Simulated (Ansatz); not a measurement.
Consider the redistribution: `C=CB[SeH]` + `Cl[SiH](Cl)Cl` → `BC=C` + `Cl[Si](Cl)(Cl)[SeH]`.

Program: Ansatz. Geometries: PBE0-D4/def2-TZVP. ΔE: electronic, gas phase. CCSD(T)/CBS adds triple-zeta CCSD(T) − MP2 to the extrapolated MP2 energy (def2 sets, frozen cores). This one scheme is used for every species. DFT in def2-TZVPP. For Se outer-core shells are correlated without core-valence functions, which leaves a few kJ/mol of doubt a bond. Scalar relativity is left out up to krypton. Each species was taken in one conformer, which may not be the lowest.

```json
{"level": "r2SCAN-D4", "ΔE (kcal/mol)": "9.3", "difference from CCSD(T)/CBS": "1.1"}
{"level": "B97M-V", "ΔE (kcal/mol)": "9.0", "difference from CCSD(T)/CBS": "0.8"}
{"level": "ωB97M-V", "ΔE (kcal/mol)": "7.4", "difference from CCSD(T)/CBS": "-0.8"}
{"level": "r2SCAN", "ΔE (kcal/mol)": "9.5", "difference from CCSD(T)/CBS": "1.3"}
{"level": "PBE0", "ΔE (kcal/mol)": "9.3", "difference from CCSD(T)/CBS": "1.1"}
{"level": "SCS-MP2/def2-TZVPP", "ΔE (kcal/mol)": "8.6", "difference from CCSD(T)/CBS": "0.4"}
{"level": "CCSD(T)/def2-TZVPP", "ΔE (kcal/mol)": "9.7", "difference from CCSD(T)/CBS": "1.5"}
{"level": "MP2/def2-QZVPP", "ΔE (kcal/mol)": "7.7", "difference from CCSD(T)/CBS": "-0.5"}
{"level": "SCS-MP2/def2-QZVPP", "ΔE (kcal/mol)": "7.9", "difference from CCSD(T)/CBS": "-0.3"}
{"level": "MP2/CBS(def2)", "ΔE (kcal/mol)": "7.1", "difference from CCSD(T)/CBS": "-1.1"}
{"level": "CCSD(T)/CBS", "ΔE (kcal/mol)": "8.2", "difference from CCSD(T)/CBS": "0"}
```

Largest T1 diagnostic among the species: 0.013.

From BLYP to BHLYP (50 % exact exchange), in def2-TZVPP and without D4, ΔE moves by −1.5 kcal/mol. At CCSD(T), def2-SVP lies +3.3 kcal/mol from the extrapolated value and def2-TZVPP +1.5 kcal/mol.
